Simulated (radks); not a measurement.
The numbers below are computed, except where a source is named.
All-electron atom: P+ in [Ne] 3s2 3p2 (the NIST ground configuration). Code: a radial shooting solver on a logarithmic mesh with Libxc functionals. Model: Dirac Kohn-Sham, LDA (Slater exchange, Perdew-Wang correlation), spin-unpolarised, spherical densities, finite nucleus; open shells fill j = l - 1/2 first; Fermi nuclear charge, rms radius 3.1889 fm.

Radial electron density D(r) = 4 pi r^2 rho(r):

r (bohr),D(r) (e/bohr)
0.006127,0.8811
0.007851,1.370
0.009981,2.071
0.01279,3.118
0.01626,4.529
0.02083,6.469
0.02649,8.809
0.03394,11.56
0.04315,14.20
0.05529,16.30
0.07029,17.08
0.09007,16.16
0.1145,13.95
0.1467,11.62
0.1865,10.93
0.239,12.51
0.3039,14.99
0.3894,15.86
0.495,13.47
0.6344,8.671
0.8064,4.467
1.033,2.467
1.314,2.320
1.684,2.371
2.14,1.808
2.743,0.9266
3.486,0.3209
4.468,0.06590
5.68,0.008138
7.278,0.0004602

D(r) has 3 maxima, at r = 0.0703, 0.368, 1.54 bohr, and minima at 0.178, 1.18 bohr, inside which lie 2.18, 10.41 electrons.
